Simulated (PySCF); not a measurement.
BaF2, triplet, at the geometry of the source list (a higher spin typed on purpose: for a closed-shell molecule this is an excited state) (core potentials on Ba); PySCF with PBE/def2-SVP.

Input for PySCF:
```python
from pyscf import gto, scf, dft

mol = gto.Mole()
mol.atom = '''
    Ba   -0.00000000   -0.00000000   -0.00000000
    F    -0.26440000    1.57390000   -1.38310000
    F     0.26440000   -1.57390000    1.38310000
'''
mol.basis = 'def2-svp'
mol.ecp = {'Ba': 'def2-svp'}
mol.spin = 2
mol.verbose = 3
mol.build()

mf = dft.UKS(mol)
mf.xc = 'pbe'
mf.kernel()
```

It wrote (shortened):

```
converged SCF energy = -224.772194870003  <S^2> = 2.001685  2S+1 = 3.0011231
```
